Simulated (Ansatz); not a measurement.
`O[SiH](F)[SiH2]Cl` + SiH₄ → `O[SiH](F)[SiH2][SiH3]` + HCl  (formal exchange of groups at the Si–Cl bond)

Isolated molecules relaxed with PBE0-D4/def2-TZVP in Ansatz; ΔE leaves out vibrations. CCSD(T)/CBS adds triple-zeta CCSD(T) − MP2 to the extrapolated MP2 energy (def2 sets, frozen cores). This one scheme is used for every species. DFT in def2-TZVPP. B3LYP here is the variant with VWN-RPA as its local correlation; programs differ in this. Each species was taken in one conformer, which may not be the lowest.

Task: Is it downhill or uphill in electronic energy at CCSD(T)/CBS, and by how much? (An estimate is asked.)

Result: Computed: Uphill: ΔE = +83.7 kJ/mol.

Task: What do these levels give: r2SCAN-D4, PBE0-D4, B3LYP-D4, r2SCAN0-D4, LC-ωPBE, HF/def2-QZVPP? (Best estimate.)

Result: Computed: r2SCAN-D4 80.7, PBE0-D4 73.9, B3LYP-D4 85.0, r2SCAN0-D4 82.6, LC-ωPBE 79.4, HF/def2-QZVPP 104.4 kJ/mol.

Task: What do rigid-rotor, harmonic-oscillator terms from PBE0-D4/def2-TZVP frequencies (298.15 K, 1 bar) make of the CCSD(T)/CBS value? (An estimate is asked.)

Result: Computed: ΔZPE = -4.2 kJ/mol, ΔH = +82.4 kJ/mol, ΔS = 16 J/(mol·K), ΔG = +77.7 kJ/mol. Modes under 50 cm⁻¹ make the entropy rough.

Largest T1 diagnostic among the species: 0.013.

From PBE to PBE0 (25 % exact exchange), in def2-TZVPP and without D4, ΔE moves by +4.5 kJ/mol. At CCSD(T), def2-SVP lies −6.9 kJ/mol from the extrapolated value and def2-TZVPP −3.4 kJ/mol.
